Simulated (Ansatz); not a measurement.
C₂H₆STe, singlet, at a GFN2-xTB geometry (all electrons, no relativity), with bond 10-7 at 2.4 times its length; CASSCF(6,4)/STO-3G (Ansatz, a program for electronic structure).

Input for Ansatz:
Ansatz 0.2 input:
```yaml
crystal:
  periodic: [false, false, false]
  atoms:
    - {symbol: Te, position_ang: [-0.31110955, -0.10676892, 0.71403736]}
    - {symbol: C, position_ang: [-1.61817437, 1.36414391, -0.20941939]}
    - {symbol: H, position_ang: [-2.43704742, 1.54816573, 0.47287126]}
    - {symbol: H, position_ang: [-2.00618947, 0.99143946, -1.14973542]}
    - {symbol: H, position_ang: [-1.06694613, 2.28071813, -0.37639872]}
    - {symbol: S, position_ang: [1.44003630, 0.13973436, -0.88198753]}
    - {symbol: C, position_ang: [0.95421869, -1.00558564, -2.21310451]}
    - {symbol: H, position_ang: [0.89647814, -2.01800413, -1.82700549]}
    - {symbol: H, position_ang: [1.73134754, -0.93936639, -2.96715603]}
    - {symbol: H, position_ang: [-1.32820848, -0.26754350, -3.22703169]}
basis:
  gaussian:
    orbitals: STO-3G
hamiltonian:
  xc: hf
magnetization: {spin_polarized: false}
correlation: {active_space: {window: {electrons: 6, orbitals: 4}}}
```

Q: Predict the main parts of the log of this Ansatz run.

A: 
```
Functional definition: HF
607 factors; integrals over basis functions are off by at most 2.8e-5 eV
mean field evaluation 1: about -190972.4466 eV, gradient 2.3e1 eV
mean field evaluation 2: about -190972.5169 eV, gradient 2.3e1 eV
mean field evaluation 4: about -190977.2073 eV, gradient 3.3e0 eV
mean field evaluation 8: about -190977.2826 eV, gradient 2.4e-2 eV
mean field -190977.27835024 eV, -7018.2855303229 hartree, gradient 1.5e-6 eV, S^2 0.000000; 0 other end points of the search recorded, 0 dependent functions left out
reference -190977.27835024 eV, -7018.2855303229 hartree; 43, 43 occupied and 9, 9 virtual orbitals, 607 factors
state -190982.02032310 eV, -7018.4597946110 hartree
Total energy: -190982.02032310 eV, -7018.4597946110 hartree
```
